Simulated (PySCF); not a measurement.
## `N#C[C@H]1C[C@@H](F)CO1`, C5H6FNO

Cartesian coordinates in Å; atom numbers follow the order of the lines, from 1:
```xyz
14

N     1.260    1.272    2.410
C     1.243    0.772    1.383
C     1.197    0.149    0.066
C     0.294   -1.103    0.091
C    -1.068   -0.559   -0.359
F    -1.979   -0.594    0.670
C    -0.781    0.901   -0.761
O     0.617    1.012   -0.894
H     2.222   -0.060   -0.256
H     0.664   -1.850   -0.609
H     0.223   -1.542    1.085
H    -1.510   -1.147   -1.169
H    -1.225    1.189   -1.714
H    -1.157    1.560    0.034
```

Level of theory: PySCF 2.14.0, TDDFT B3LYP/def2-SVPD circular dichroism and optical rotation, one conformer, gas phase. Geometry: GFN2-xTB.

States above about 8.4 eV (minus the energy of the highest occupied orbital) lie near or above the ionisation threshold and depend on the basis.

Problem. Draw the ECD and absorption spectra from the lowest 16 states, each a Gaussian of half-width 0.3 eV at 1/e height.

Solution. 
| E (eV) | λ (nm) | Δε (L mol⁻¹ cm⁻¹) | ε (L mol⁻¹ cm⁻¹) |
| --- | --- | --- | --- |
| 6.39 | 194 | +0.13 | 17.3 |
| 6.54 | 190 | +0.53 | 71.2 |
| 6.69 | 185 | +1.35 | 179 |
| 6.84 | 181 | +2.19 | 281 |
| 6.99 | 177 | +2.68 | 299 |
| 7.14 | 174 | +3.33 | 288 |
| 7.29 | 170 | +4.34 | 328 |
| 7.44 | 167 | +5.05 | 388 |
| 7.59 | 163 | +6.02 | 476 |
| 7.74 | 160 | +7.48 | 644 |
| 7.89 | 157 | +6.83 | 809 |
| 8.04 | 154 | +3.10 | 891 |
| 8.19 | 151 | -0.11 | 1030 |
| 8.34 | 149 | +0.35 | 1600 |
| 8.49 | 146 | +4.33 | 2850 |
| 8.64 | 144 | +8.96 | 4390 |
| 8.79 | 141 | +9.88 | 5020 |

Δε uses R in velocity form, ε uses f in length form. Only the states computed contribute, so the short-wavelength end is incomplete.

The sign of the CD band at 139 nm isn't settled: the length form gives the opposite one.
